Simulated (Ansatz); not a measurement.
Start from `[CH3][SbH][S][AlH2]` and change one atom or group to get `C[S][SbH][CH3]`.

Ansatz, PBE0-D4/def2-TZVP geometries, multiplicity 1. Each molecule was computed in one conformer, which needn't be the lowest.

Elements past krypton have def2 core potentials.  Spin–orbit coupling is left out; it splits and shifts lone-pair levels of the heavy atoms by tenths of an eV.

| property | `[CH3][SbH][S][AlH2]` |
| --- | --- |
| HOMO energy (PBE/def2-TZVPP) / eV | -6.04 |
| HOMO–LUMO gap (PBE/def2-TZVPP) / eV | 3.98 |
| HOMO–LUMO gap (B3LYP/def2-TZVPP) / eV | 5.34 |
| HOMO energy (PBE0/def2-TZVPP) / eV | -7.03 |
| HOMO–LUMO gap (ωB97M-V/def2-TZVPP) / eV | 9.35 |
| size of the dipole moment (ωB97M-V/def2-TZVPP) / D | 1.79 |

Q: What does the change do to each property? (Best estimate.)

A: The calculation gave: 
| property | `C[S][SbH][CH3]` | shift |
| --- | --- | --- |
| HOMO energy (PBE/def2-TZVPP) / eV | -5.34 | 0.70 |
| HOMO–LUMO gap (PBE/def2-TZVPP) / eV | 3.79 | -0.19 |
| HOMO–LUMO gap (B3LYP/def2-TZVPP) / eV | 5.27 | -0.07 |
| HOMO energy (PBE0/def2-TZVPP) / eV | -6.50 | 0.53 |
| HOMO–LUMO gap (ωB97M-V/def2-TZVPP) / eV | 9.53 | 0.18 |
| size of the dipole moment (ωB97M-V/def2-TZVPP) / D | 1.65 | -0.14 |

Dipoles are sizes alone; their direction can turn.

Positive LUMOs are unbound, so they and the gaps depend on the basis.

B3LYP here is the variant with VWN-RPA as its local correlation; programs differ in this.
